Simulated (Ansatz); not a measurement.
Two isomers of CH5BBrN: A = `CNBBr`, B = `NCBBr`.

Calculated with Ansatz (gas phase, PBE0-D4/def2-TZVP geometries, no zero-point term in ΔE). CCSD(T)/CBS is the MP2 limit (def2-TZVPP, def2-QZVPP) plus CCSD(T) − MP2 in def2-TZVPP, frozen cores. DFT in def2-TZVPP. B3LYP here is the variant with VWN-RPA as its local correlation; programs differ in this. For Br outer-core shells are correlated without core-valence functions, which leaves a few kJ/mol of doubt a bond. Scalar relativity is left out up to krypton. Each species was taken in one conformer, which may not be the lowest.

**Question.** Which is lower in electronic energy at CCSD(T)/CBS, and by how much? (Estimate.)

**Answer.** Ansatz gave: A, by 33.8 kcal/mol.

**Question.** Give E(B) − E(A) in kcal/mol with CCSD/def2-TZVPP, HF/def2-TZVPP, r2SCAN-D4, B3LYP-D4, ωB97M-V, B2PLYP, CCSD(T)/def2-TZVPP. (Estimate.)

**Answer.** Computed: CCSD/def2-TZVPP 34.4, HF/def2-TZVPP 35.2, r2SCAN-D4 34.0, B3LYP-D4 34.6, ωB97M-V 34.0, B2PLYP 35.1, CCSD(T)/def2-TZVPP 34.4. None reverses the order clearly.

Largest T1 diagnostic: 0.010.
